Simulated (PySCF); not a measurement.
TDDFT excited states: [C5H3FNO2]-

C5H3FNO2 (charge -1).
Z-matrix (Å and degrees, GFN2-xTB geometry), rows numbered from 1:
```
C 
C   1  1.3203
C   2  1.5384  1  125.19
O   3  1.2590  2  111.82  1  -163.52
O   3  1.2265  2  119.35  1    17.19
C   2  1.4932  1  126.84  3  -177.03
F   6  1.3940  2  113.35  1    14.60
C   6  1.4750  2  109.43  1   137.54
N   8  1.1570  6  155.10  2  -142.22
H   1  1.0809  2  122.98  3   178.07
H   1  1.0776  2  119.35  3    -1.77
H   6  1.1025  2  110.16  1  -103.77
```

Level of theory: TDDFT CAM-B3LYP/def2-SVPD, vertical, gas phase, core orbitals frozen in the response in PySCF 2.14.0, density-fitted response routines.

List the vertical singlet excitations with oscillator strengths and describe the spectrum.

```tsv
state	E (eV)	λ (nm)	ν̃ (cm⁻¹)	f	main configurations (H = HOMO, L = LUMO)
S1	4.55	272.3	36720	0.0003	H→L (74%), H-1→L (10%)
S2	4.75	260.8	38350	0.0002	H-1→L (70%), H→L (13%)
S3	5.67	218.5	45760	0.013	H-2→L (41%), H→L+1 (19%), H→L+2 (10%)
S4	5.80	213.9	46750	0.029	H-2→L (44%), H→L+1 (23%), H→L+2 (10%)
S5	6.24	198.8	50300	0.0073	H-1→L+1 (26%), H→L+3 (25%), H→L+1 (16%)
S6	6.44	192.4	51970	0.041	H-1→L+1 (38%), H→L+5 (18%), H→L+3 (12%)
S7	6.63	186.9	53500	0.116	H-3→L (27%), H→L+4 (15%), H→L+6 (11%)
S8	6.78	183.0	54650	0.125	H-3→L (41%), H-2→L+1 (32%)
```

Triplets (Tamm–Dancoff): T1 4.11 eV, H-3→L (57%), H-1→L (18%), H-3→L+1 (9%); T2 4.34 eV, H→L (59%), H-1→L (16%); T3 4.49 eV, H-1→L (43%), H→L (22%), H-3→L (14%).

The lowest singlet comes at 272 nm (439 kJ/mol) in the ultraviolet; it is dark (f under 0.0005); its leading configuration is HOMO→LUMO (74%). The most intense listed level is S8 at 6.78 eV (183 nm, f = 0.125), 2.22 eV above S1. It is the last of those listed, so stronger ones may follow. Löwdin shares by element: HOMO oxygen 62%, nitrogen 22%, carbon 8% or more; LUMO carbon 56% or more, hydrogen 8% or more (atoms not listed hold the other 36%). The listed states span 2.22 eV, and the widest gap between neighbours is 0.92 eV (S2 to S3). Orbital energies (eV): HOMO-3 -5.70, HOMO-2 -4.84, HOMO-1 -4.48, HOMO -3.98, LUMO 3.89, LUMO+1 4.51, LUMO+2 5.19. Weighted by f, the mean energy of these states is 6.54 eV. No computed singlet lies in the visible range (380 to 750 nm); the lowest, at 272 nm, stands 1.29 eV above its violet end (3.26 eV). No detachment energy is given for this anion; states above it aren't bound, and a finite basis only mimics them. Only the lowest 8 singlets were computed, as vertical energies without vibronic structure.

One conformer stands for the species.
